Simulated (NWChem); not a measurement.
Molecule: CH$_{4}$O$_{2}$Pb, singlet; SMILES [O](C)[Pb][OH]

```xyz
8

Pb     0.1761    -0.4492     0.0002
O     -1.9196    -0.2517    -0.0006
H     -2.2510     0.6552    -0.0103
O      0.6766     1.6056    -0.0038
C     -0.1665     2.7026     0.0025
H     -1.2488     2.4487     0.0394
H      0.0297     3.3551     0.8765
H     -0.0233     3.3273    -0.9018
```
Atoms are numbered in this order, from 1.

Low-valent species are run as closed-shell singlets; no triplet was tried in these runs. Structure relaxed at the PBE0/def2-SVP level. Not confirmed as a minimum by frequencies. def2 effective core potentials on Pb; no spin-orbit coupling.

Problem. List the 4 lowest vertical singlet excitations from PBE/def2-SVPD with def2 effective core potentials on Pb, TDA (NWChem).

Solution. 
```tsv
state	energy (eV)	oscillator strength	leading excitation (squared amplitude)
S1	3.46	0.002	HOMO−1 → LUMO (0.99)
S2	3.88	0.056	HOMO → LUMO (0.90)
S3	4.32	0.019	HOMO−2 → LUMO (0.95)
S4	4.77	0.019	HOMO−3 → LUMO (0.84)
```
